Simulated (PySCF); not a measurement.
Method: M06-2X/def2-TZVP // B3LYP-D3(BJ)/def2-SVP in PySCF. Isolated molecules, 0 K electronic values unless said otherwise. 

Reference species (SMILES): `Cc1cc2cccc([SiH3])c2s1` (neutral, multiplicity 1).

| Quantity | Result |
|---|---|
| dipole moment | 1.65 D |
| HOMO | -7.36 eV |

Changed species: `Cc1cc2ccc([SiH3])cc2s1`.

Task: Give the shifts of the dipole moment and HOMO.

Result: the dipole moment rises by 0.29 D, to 1.94 D; the HOMO stays essentially unchanged.
